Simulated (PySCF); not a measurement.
UHF on In (indium, neutral)

Configuration: [Kr] 4d10 5s1 5p2, high-spin 4P determinant (an excited configuration). Calculation: PySCF 2.14, in dyall-av2z (22s16p12d, 130 functions); the non-relativistic Hamiltonian (point nucleus).

```
Total energy                                                  : -5740.078160 hartree
One-electron energy                                           : -7919.0479 hartree
Hartree (Coulomb) energy                                      : 2332.8780 hartree
Exchange energy                                               : -153.9082 hartree
Kinetic energy                                                : 5740.10219 hartree
⟨S²⟩                                                          : 3.7535
⟨L²⟩                                                          : 2.021
Sum of ⟨r⟩                                                    : 35.88 bohr
Sum of ⟨r²⟩                                                   : 63.94 bohr²
Traceless quadrupole moment −½Σ⟨3z² − r²⟩ along its main axis : 6.25 e·bohr²
Density at the nucleus (Gaussians lack the cusp)              : 82300 bohr⁻³
Spin density at the nucleus                                   : 11.3 bohr⁻³
Langevin diamagnetic susceptibility                           : -50.6 ×10⁻⁶ cm³/mol
```

```json
{"shell": "1s α", "electrons": "1", "mean orbital energy (hartree)": "-997.83838", "spread (hartree)": "0", "rms radius, mean of both spins (bohr)": "0.0359"}
{"shell": "1s β", "electrons": "1", "mean orbital energy (hartree)": "-997.83411", "spread (hartree)": "0", "rms radius, mean of both spins (bohr)": "0.0359"}
{"shell": "2s α", "electrons": "1", "mean orbital energy (hartree)": "-149.43159", "spread (hartree)": "0", "rms radius, mean of both spins (bohr)": "0.145"}
{"shell": "2s β", "electrons": "1", "mean orbital energy (hartree)": "-149.42956", "spread (hartree)": "0", "rms radius, mean of both spins (bohr)": "0.145"}
{"shell": "2p α", "electrons": "3", "mean orbital energy (hartree)": "-139.20841", "spread (hartree)": "0.00005", "rms radius, mean of both spins (bohr)": "0.127"}
{"shell": "2p β", "electrons": "3", "mean orbital energy (hartree)": "-139.20709", "spread (hartree)": "0.00201", "rms radius, mean of both spins (bohr)": "0.127"}
{"shell": "3s α", "electrons": "1", "mean orbital energy (hartree)": "-29.66313", "spread (hartree)": "0", "rms radius, mean of both spins (bohr)": "0.384"}
{"shell": "3s β", "electrons": "1", "mean orbital energy (hartree)": "-29.65633", "spread (hartree)": "0", "rms radius, mean of both spins (bohr)": "0.384"}
{"shell": "3p α", "electrons": "3", "mean orbital energy (hartree)": "-25.41324", "spread (hartree)": "0.00224", "rms radius, mean of both spins (bohr)": "0.378"}
{"shell": "3p β", "electrons": "3", "mean orbital energy (hartree)": "-25.40863", "spread (hartree)": "0.00593", "rms radius, mean of both spins (bohr)": "0.378"}
{"shell": "3d α", "electrons": "5", "mean orbital energy (hartree)": "-17.62644", "spread (hartree)": "0.00438", "rms radius, mean of both spins (bohr)": "0.352"}
{"shell": "3d β", "electrons": "5", "mean orbital energy (hartree)": "-17.62595", "spread (hartree)": "0.00499", "rms radius, mean of both spins (bohr)": "0.352"}
{"shell": "4s α", "electrons": "1", "mean orbital energy (hartree)": "-5.01799", "spread (hartree)": "0", "rms radius, mean of both spins (bohr)": "0.937"}
{"shell": "4s β", "electrons": "1", "mean orbital energy (hartree)": "-5.00365", "spread (hartree)": "0", "rms radius, mean of both spins (bohr)": "0.937"}
{"shell": "4p α", "electrons": "3", "mean orbital energy (hartree)": "-3.54884", "spread (hartree)": "0.00413", "rms radius, mean of both spins (bohr)": "1.00"}
{"shell": "4p β", "electrons": "3", "mean orbital energy (hartree)": "-3.54177", "spread (hartree)": "0.01323", "rms radius, mean of both spins (bohr)": "1.00"}
{"shell": "4d α", "electrons": "5", "mean orbital energy (hartree)": "-1.10471", "spread (hartree)": "0.01200", "rms radius, mean of both spins (bohr)": "1.26"}
{"shell": "4d β", "electrons": "5", "mean orbital energy (hartree)": "-1.09515", "spread (hartree)": "0.01662", "rms radius, mean of both spins (bohr)": "1.26"}
{"shell": "5s α", "electrons": "1", "mean orbital energy (hartree)": "-0.49344", "spread (hartree)": "0", "rms radius, mean of both spins (bohr)": "3.00"}
{"shell": "5p α", "electrons": "2", "mean orbital energy (hartree)": "-0.24738", "spread (hartree)": "0", "rms radius, mean of both spins (bohr)": "3.79"}
```

A non-relativistic calculation at this Z misses sizeable relativistic shifts.

Spin-orbit constants ζ (cm⁻¹) from the X2C one-electron operator on these orbitals (non-relativistic here): bare nucleus, nucleus screened by l(l+1)(2l+1)/3 electrons, and screened by the Breit-Pauli mean field of the electrons.

| shell | bare | screened nucleus | mean field |
| --- | --- | --- | --- |
| 2p | 981800 | 941700 | 921800 |
| 3p | 175600 | 168400 | 164100 |
| 3d | 30430 | 24220 | 23290 |
| 4p | 28490 | 27330 | 26550 |
| 4d | 3291 | 2620 | 2457 |
| 5p | 1387 | 1330 | 1286 |

To first order the Landé constant is A = 428.8 cm⁻¹, so the lowest level has J = 1/2 and lies 0.133 eV below the centre of the term. This holds in LS coupling only.
